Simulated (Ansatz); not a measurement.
```yaml
crystal:
  periodic: [false, false, false]
  atoms:
    - {symbol: S, position_ang: [-0.000000, 0.000000, 0.002789]}
    - {symbol: Sn, position_ang: [0.000000, -0.000000, 2.206237]}
basis:
  gaussian: {orbitals: def2-TZVP, fitting: {mean_field: def2-universal-jkfit}}
magnetization: {spin_polarized: true, initial_magnetization: 0}
hamiltonian: {xc: {name: HF}}
correlation: {active_space: {window: {electrons: 6, orbitals: 2}}}
scf: {lower_state_search: light}
output: {forces: true}
```

```sh
$ ansatz run in.yaml --threads 2 --pin off --events-out ev --progress --plain --max-ram 32768MiB --backend cpu
```

Question: How does Ansatz answer? (Best estimate.)

Answer: The calculation gave: The input was rejected before any iteration.
```
Error: invalid value for `correlation.active_space`: it starts from restricted Hartree–Fock orbitals; set hamiltonian.xc: hf without magnetization.spin_polarized
```
